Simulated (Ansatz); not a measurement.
Relaxation of AlF$_{4}$H$_{4}$N (10 atoms, charge 0, multiplicity 1), to a largest force component of 0.03 eV/Å in at most 50 steps.

All numbers below come from RKS PBE-D4/def2-SVP in Ansatz 0.2.0.

```xyz
10
Properties=species:S:1:pos:R:3
Al -1.144 -0.333 -0.955
N 0.280 -1.301 -0.219
F -0.954 0.367 -2.455
F -2.611 -0.337 -0.166
H 0.381 2.163 0.957
F -0.349 2.294 0.413
H 1.492 0.081 1.169
F 1.855 0.753 1.686
H 1.005 -1.631 -0.865
H 0.044 -2.057 0.434
```

**Question.** Where does it end, and by what steps?

**Answer.** The forces met the threshold. After 13 steps the energy has fallen by 2.911 eV; H7 moved furthest, 0.86 Å. Parted: H5–F6 (0.92 → 1.52 Å), H7–F8 (0.92 → 1.73 Å). Joined: Al1–F6 (3.07 → 1.73 Å), N2–H7 (2.30 → 1.05 Å), H5–F8 (2.17 → 0.97 Å).

```tsv
step	energy less start (eV)	largest force component (eV/Å)	accepted
0	0.0000	1.236	yes
1	-0.4467	0.569	yes
2	-0.9047	0.795	yes
3	-1.3722	0.810	yes
4	-1.6849	1.437	yes
5	-1.9621	1.263	yes
6	-2.3293	1.863	yes
7	-2.6489	1.261	yes
8	-2.8487	0.905	yes
9	-2.8048	1.106	no
10	-2.8934	0.438	yes
11	-2.9065	0.412	yes
12	-2.9072	0.192	yes
13	-2.9107	0.017	yes
```

```xyz
10
Properties=species:S:1:pos:R:3
Al -0.999 0.267 -0.661
N 0.413 -0.968 -0.002
F -0.757 0.327 -2.319
F -2.425 -0.381 -0.060
H 0.732 1.506 1.027
F -0.499 1.704 0.159
H 1.026 -0.402 0.640
F 1.484 1.057 1.454
H 0.995 -1.346 -0.763
H 0.028 -1.763 0.526
```

Whether the end is a true minimum wasn't checked by a vibrational analysis.

The run took 23 s on 2 threads of Intel(R) Xeon(R) Platinum 8375C CPU @ 2.90GHz (Ice Lake), with other jobs on the host, peak memory 0.17 GiB.
